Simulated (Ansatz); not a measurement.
`C[As](C)[SiH3]` → `C[AsH][SiH3]` + `[CH2]` (triplet) at 500 K and 1 bar (formal loss of a carbene).

Calculated with Ansatz (gas phase, PBE0-D4/def2-TZVP geometries, no zero-point term in ΔE). CCSD(T)/CBS is the MP2 limit (def2-TZVPP, def2-QZVPP) plus CCSD(T) − MP2 in def2-TZVPP, frozen cores. This one scheme is used for every species. Triplets are unrestricted, without spin–orbit coupling. For As outer-core shells are correlated without core-valence functions, which leaves a few kJ/mol of doubt a bond. Scalar relativity is left out up to krypton.

```json
{"species": "`C[As](C)[SiH3]`", "CCSD(T)/CBS energy (Eh)": "-2605.61324", "H − E (kJ/mol)": "313.8", "S (J/(mol·K))": "443.9"}
{"species": "`C[AsH][SiH3]`", "CCSD(T)/CBS energy (Eh)": "-2566.34647", "H − E (kJ/mol)": "226.4", "S (J/(mol·K))": "391.7"}
{"species": "`[CH2]` (triplet)", "CCSD(T)/CBS energy (Eh)": "-39.09499", "H − E (kJ/mol)": "62.7", "S (J/(mol·K))": "213.9"}
```

H − E and S are ideal-gas, rigid-rotor, harmonic terms from PBE0-D4/def2-TZVP, for one conformer and one mirror image of each species, with the whole ground term of open shells counted as degenerate. 1 Eh = 2625.50 kJ/mol, R = 8.31446 J/(mol·K).

Question: By hand: ΔE, ΔH, ΔS and ΔG.

Answer: ΔE = (-2566.34647) + (-39.09499) − (-2605.61324) = 0.17178 Eh = 451.0 kJ/mol. Δ(H − E) = 226.4 + 62.7 − 313.8 = -24.7, so ΔH = 426.3 kJ/mol. ΔS = 391.7 + 213.9 − 443.9 = 161.7 J/(mol·K). ΔG = 426.3 − 500 × (161.7)/1000 = 345.5 kJ/mol.

Question: By hand: the equilibrium constant, and the temperature at which ΔG would vanish if ΔH and ΔS stayed fixed.

Answer: log₁₀ K = −ΔG/(RT ln 10) = -36.1. ΔG = 0 at ΔH/ΔS = 2636 K, far beyond where these terms or the molecules hold.

The number of gas molecules changes by +1, which sets the sign of ΔS. A doubt of 5 kJ/mol in ΔE shifts log₁₀ K by 0.5 here. Other conformers and mirror images would add mixing entropy, several J/(mol·K) or more a flexible species. A triplet takes part, so the spin changes. These are equilibria of isolated gas molecules and say nothing of rates. Largest T1 diagnostic: 0.011 (customary marks: 0.02 for closed shells, 0.045 for open ones).
